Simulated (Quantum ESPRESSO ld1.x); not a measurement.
The run below uses ld1.x (Quantum ESPRESSO 7.5).

```
 &input
    zed=66.0,
    iswitch=1,
    rel=2,
    dft='PBE',
    config='[Kr] 4d10 4f10 5s1 5p6 6s1 5d1',
    rel_dist='energy',
    verbosity='high',
    lsmall=.true.,
    prefix='ld1',
    max_out_wfc=37,
    file_charge='ld1.rho',
 /
```

Command: `OMP_NUM_THREADS=1 ld1.x < ld1.in > ld1.out`

It prints (banner and zero overlaps left out):

```
     Program LD1 v.7.5 starts

     --------------------------- All-electron run ----------------------------

     dirac relativistic calculation

     atomic number is 66.00
     dft =PBE   lsd =0 sic =0 latt =0  beta=0.20 tr2=1.0E-14
     Exchange-correlation= PBE
                           (   1   4   3   4   0   0   0)
     mesh =2101 r(mesh) = 100.51885 a.u. xmin = -8.00 dx = 0.00800
     1 Ry =  13.60569312 eV, c = 137.03599908

     n l j   nl                  e(Ry)          e(Ha)          e(eV)
     Spin orbit split results
     1 0 0.5 1S 1( 2.00)   -3940.523845124   -1970.261922562 -53613.5581806
     2 0 0.5 2S 1( 2.00)    -656.442642237    -328.221321119  -8931.3571431
     2 1 0.5 2P 1( 2.00)    -624.296804797    -312.148402399  -8493.9907437
     2 1 1.5 2P 1( 4.00)    -565.475148386    -282.737574193  -7693.6813376
     3 0 0.5 3S 1( 2.00)    -146.665747557     -73.332873778  -1995.4891529
     3 1 0.5 3P 1( 2.00)    -132.655963669     -66.327981834  -1804.8763326
     3 1 1.5 3P 1( 4.00)    -120.439621460     -60.219810730  -1638.6645294
     4 0 0.5 4S 1( 2.00)     -29.607143088     -14.803571544   -402.8257031
     4 1 0.5 4P 1( 2.00)     -24.083591508     -12.041795754   -327.6739554
     4 1 1.5 4P 1( 4.00)     -21.357982559     -10.678991279   -290.5901564
     3 2 1.5 3D 1( 4.00)     -96.387323182     -48.193661591  -1311.4163402
     3 2 2.5 3D 1( 6.00)     -93.719733603     -46.859866801  -1275.1219350
     4 2 1.5 4D 1( 4.00)     -12.269597698      -6.134798849   -166.9363810
     4 2 2.5 4D 1( 6.00)     -11.776351608      -5.888175804   -160.2254261
     4 3 2.5 4F 1( 6.00)      -0.999369599      -0.499684799    -13.5971161
     4 3 3.5 4F 1( 4.00)      -0.933741792      -0.466870896    -12.7042043
     5 0 0.5 5S 1( 1.00)      -4.303324152      -2.151662076    -58.5497078
     5 1 0.5 5P 1( 2.00)      -2.797654837      -1.398827419    -38.0640332
     5 1 1.5 5P 1( 4.00)      -2.438764397      -1.219382198    -33.1810800
     6 0 0.5 6S 1( 1.00)      -0.699602944      -0.349801472     -9.5185830
     5 2 1.5 5D 1( 1.00)      -0.622804475      -0.311402237     -8.4736866
     5 2 2.5 5D 1( 0.00)      -0.598482880      -0.299241440     -8.1427744
     Averaged results
     1 0     1S 1( 2.00)   -3940.523845124   -1970.261922562 -53613.5581806
     2 0     2S 1( 2.00)    -656.442642237    -328.221321119  -8931.3571431
     2 1     2P 1( 6.00)    -585.082367190    -292.541183595  -7960.4511397
     3 0     3S 1( 2.00)    -146.665747557     -73.332873778  -1995.4891529
     3 1     3P 1( 6.00)    -124.511735530     -62.255867765  -1694.0684638
     4 0     4S 1( 2.00)     -29.607143088     -14.803571544   -402.8257031
     4 1     4P 1( 6.00)     -22.266518875     -11.133259438   -302.9514227
     3 2     3D 1(10.00)     -94.786769434     -47.393384717  -1289.6396970
     4 2     4D 1(10.00)     -11.973650044      -5.986825022   -162.9098081
     4 3     4F 1(10.00)      -0.961867995      -0.480933997    -13.0868808
     5 0     5S 1( 1.00)      -4.303324152      -2.151662076    -58.5497078
     5 1     5P 1( 6.00)      -2.558394544      -1.279197272    -34.8087310
     6 0     6S 1( 1.00)      -0.699602944      -0.349801472     -9.5185830
     5 2     5D 1( 1.00)      -0.608211518      -0.304105759     -8.2751393

     final scf error:  8.9E-15 reached in  25 iterations

     Etot =  -24332.497888 Ry,  -12166.248944 Ha, -331060.499182 eV

     Ekin =   26695.201002 Ry,   13347.600501 Ha,  363206.712685 eV
     Encl =  -59958.341921 Ry,  -29979.170961 Ha, -815774.800344 eV
     Eh   =    9458.873863 Ry,    4729.436932 Ha,  128694.535069 eV
     Exc  =    -528.230832 Ry,    -264.115416 Ha,   -7186.946592 eV

     normalization and overlap integrals

     s(1S/1S) =  1.000000  <r> =   0.0211  <r2> =    0.0006  r(max) =   0.0133
     LC norm =  0.93924346 + SC norm =  0.06075654 =  1.00000000
     s(2S/2S) =  1.000000  <r> =   0.0892  <r2> =    0.0095  r(max) =   0.0763
     LC norm =  0.98650845 + SC norm =  0.01349155 =  1.00000000
     s(2P/2P) =  1.000000  <r> =   0.0744  <r2> =    0.0068  r(max) =   0.0576
     LC norm =  0.98645542 + SC norm =  0.01354458 =  1.00000000
     s(2P/2P) =  1.000000  <r> =   0.0814  <r2> =    0.0081  r(max) =   0.0634
     LC norm =  0.98750350 + SC norm =  0.01249650 =  1.00000000
     s(3S/3S) =  1.000000  <r> =   0.2341  <r2> =    0.0627  r(max) =   0.2157
     LC norm =  0.99568833 + SC norm =  0.00431167 =  1.00000000
     s(3P/3P) =  1.000000  <r> =   0.2238  <r2> =    0.0583  r(max) =   0.2024
     LC norm =  0.99574754 + SC norm =  0.00425246 =  1.00000000
     s(3P/3P) =  1.000000  <r> =   0.2371  <r2> =    0.0652  r(max) =   0.2157
     LC norm =  0.99604249 + SC norm =  0.00395751 =  1.00000000
     s(4S/4S) =  1.000000  <r> =   0.5300  <r2> =    0.3174  r(max) =   0.4958
     LC norm =  0.99862432 + SC norm =  0.00137568 =  1.00000000
     s(4P/4P) =  1.000000  <r> =   0.5406  <r2> =    0.3329  r(max) =   0.4997
     LC norm =  0.99870454 + SC norm =  0.00129546 =  1.00000000
     s(4P/4P) =  1.000000  <r> =   0.5712  <r2> =    0.3714  r(max) =   0.5243
     LC norm =  0.99881214 + SC norm =  0.00118786 =  1.00000000
     s(3D/3D) =  1.000000  <r> =   0.2096  <r2> =    0.0517  r(max) =   0.1711
     LC norm =  0.99616184 + SC norm =  0.00383816 =  1.00000000
     s(3D/3D) =  1.000000  <r> =   0.2138  <r2> =    0.0536  r(max) =   0.1738
     LC norm =  0.99624612 + SC norm =  0.00375388 =  1.00000000
     s(4D/4D) =  1.000000  <r> =   0.6039  <r2> =    0.4235  r(max) =   0.5285
     LC norm =  0.99898644 + SC norm =  0.00101356 =  1.00000000
     s(4D/4D) =  1.000000  <r> =   0.6147  <r2> =    0.4388  r(max) =   0.5371
     LC norm =  0.99901554 + SC norm =  0.00098446 =  1.00000000
     s(4F/4F) =  1.000000  <r> =   0.8420  <r2> =    0.9492  r(max) =   0.5371
     LC norm =  0.99942101 + SC norm =  0.00057899 =  1.00000000
     s(4F/4F) =  1.000000  <r> =   0.8580  <r2> =    0.9912  r(max) =   0.5414
     LC norm =  0.99943451 + SC norm =  0.00056549 =  1.00000000
     s(5S/5S) =  1.000000  <r> =   1.2912  <r2> =    1.8762  r(max) =   1.1576
     LC norm =  0.99971421 + SC norm =  0.00028579 =  1.00000000
     s(5P/5P) =  1.000000  <r> =   1.4493  <r2> =    2.3863  r(max) =   1.2641
     LC norm =  0.99977404 + SC norm =  0.00022596 =  1.00000000
     s(5P/5P) =  1.000000  <r> =   1.5494  <r2> =    2.7291  r(max) =   1.3369
     LC norm =  0.99980119 + SC norm =  0.00019881 =  1.00000000
     s(6S/6S) =  1.000000  <r> =   3.5744  <r2> =   14.3781  r(max) =   3.1216
     LC norm =  0.99996124 + SC norm =  0.00003876 =  1.00000000
     s(5D/5D) =  1.000000  <r> =   2.5044  <r2> =    7.5118  r(max) =   1.8708
     LC norm =  0.99992316 + SC norm =  0.00007684 =  1.00000000
     s(5D/5D) =  1.000000  <r> =   2.5758  <r2> =    7.9479  r(max) =   1.9162
     LC norm =  0.99992747 + SC norm =  0.00007253 =  1.00000000

     LC charge = 64.67615524 + SC charge =  0.32384476 = 65.00000000

     ------------------------ End of All-electron run ------------------------
```

Run on one thread of a shared host, so times are rough (Intel(R) Xeon(R) Processor @ 2.60GHz): 0.76 s of CPU time, 0.79 s wall, 25 iterations on 2101 mesh points.
